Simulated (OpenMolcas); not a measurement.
Os5+ among 4 point charges of -2 e arranged as a square (D4h), 1.89 Å from the ion.

```json
{
  "Program": "OpenMolcas 26.06",
  "Method": "CASSCF",
  "Basis": "ANO-RCC-VDZP [7s6p4d2f1g]",
  "Scalar Hamiltonian": "DKH2, point nucleus",
  "Active space": "3 electrons in 5 orbitals (5d)",
  "State averaging": "2S+1 = 4 even, 10 roots; 2S+1 = 2 even, 40 roots",
  "Spin-orbit coupling": "RASSI with atomic mean-field integrals over the reference wave functions"
}
```

(1) What is the spin-free ground state (labels of D4, the rotations of D4h)?

(2) Where is the first state of the same spin?

(3) What are the lowest two levels with spin-orbit coupling?

(4) What is χT at 300 K?

## Answers

(1) 4A2, 1-fold in its orbital part, 67 % from free-ion P terms; it has the highest spin that d3 allows.

(2) 4E at 8350 cm-1 above the ground state.

(3) A 2-fold level E3/2 with g = 0.00, 0.00, 3.78, then a 2-fold level E1/2 2341 cm-1 above it. Their leading multiplicities are 4 (74 %) and 4 (92 %).

(4) 0.50 cm3 K/mol.

Spin-orbit coupling mixes the spin-free states strongly: the lowest level takes only 47 % from its leading state, 4A2. Without dynamic correlation the repulsion within the d shell is too large (B by tens of per cent), so at a given field states of lower spin stand too high. Point charges carry no covalency, so the field is a model and not that of real ligands. No measured value stands beside these numbers.
